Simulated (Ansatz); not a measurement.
Job for Ansatz (a first-principles code): R-revPBE/def2-TZVPP on C3H4O (SMILES [CH2+]C([CH2-])=O).

Ansatz 0.2 input:
```yaml
crystal:
  periodic: [false, false, false]
  atoms:
    - {symbol: C, position_ang: [-0.00000000, 0.64114185, -0.00000000]}
    - {symbol: O, position_ang: [-0.00000000, 1.87576589, 0.00000000]}
    - {symbol: C, position_ang: [1.15774738, -0.20566544, -0.00000000]}
    - {symbol: C, position_ang: [-1.15774738, -0.20566544, -0.00000000]}
    - {symbol: H, position_ang: [2.15078609, 0.22989064, 0.00000000]}
    - {symbol: H, position_ang: [1.07435556, -1.28267907, 0.00000000]}
    - {symbol: H, position_ang: [-2.15078609, 0.22989064, 0.00000000]}
    - {symbol: H, position_ang: [-1.07435556, -1.28267907, -0.00000000]}
basis:
  gaussian:
    orbitals: def2-TZVPP
hamiltonian:
  xc: {name: revPBE}
scf: {lower_state_search: off}
```

Output:

```
WARN ansatz: RAYON_NUM_THREADS=4 ignored (pool sized by the plan → 4); use --threads N
Functional definition: revPBE
these checks for a lower state are left out or cut short: stability, starts, cluster_reference, orbital_swaps, neighbouring_geometries, increment
integrals: 0.07 GiB planned
927 factors; their error is unknown
mean field: 0.64 GiB planned
mean field evaluation 1: about -5211.8796 eV, gradient 6.4e1 eV
mean field evaluation 2: about -5144.1910 eV, gradient 1.6e2 eV
mean field evaluation 4: about -5220.1045 eV, gradient 1.2e1 eV
mean field evaluation 8: about -5220.1045 eV, gradient 1.2e1 eV
mean field evaluation 16: about -5220.4765 eV, gradient 2.3e-6 eV
mean field -5220.47648545 eV, -191.8489722744 hartree, gradient 2.3e-6 eV, S^2 0.000000; 0 other end points of the search recorded, 0 dependent functions left out
reference -5220.47653004 eV, -191.8489739129 hartree; 15, 15 occupied and 165, 165 virtual orbitals, 927 factors
Total energy: -5220.47653004 eV, -191.8489739129 hartree
Checks for a lower state left out: stability, starts, cluster_reference, orbital_swaps, neighbouring_geometries, increment
```

The calculation finished and met its thresholds.

Cost: very roughly 3 core-seconds.
